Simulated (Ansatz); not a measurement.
System: ZnBr, net charge 1, singlet state. 
Coordinates optimised at B3LYP-D3(BJ)/def2-TZVP (Ansatz, a program for electronic structure):
```
Zn
Br 1 2.2139
```
Charge +1, spin multiplicity 1.

Computed values are from Ansatz. Correlated levels leave the core frozen unless marked. Open shells are spin-unrestricted. Spin-orbit coupling is left out. Frozen are the shells of the preceding noble gas and the d and f shells that filled before the atom's block. Non-relativistic. Basis-set limits of correlation are two-point, X^-3; Hartree-Fock from the larger set. The bracket is a focal-point correction in the basis named.

Task: What is the total energy at CCSD(T)/CBS(def2-TZVPPD,def2-QZVPPD)?

Result: -4350.7578 Eh.

Task: What is the vertical ionisation energy (to the doublet) at CCSD(T)/CBS(def2-TZVPPD,def2-QZVPPD)?

Result: 16.73 eV.

Task: What is the vertical electron affinity (to the doublet; negative means unbound) at RI-MP2/CBS(def2-TZVPPD,def2-QZVPPD)+[CCSD(T)-MP2]/def2-TZVPPD?

Result: 8.56 eV.

Task: What is the T1 diagnostic at CCSD/def2-QZVPPD?

Result: 0.020.
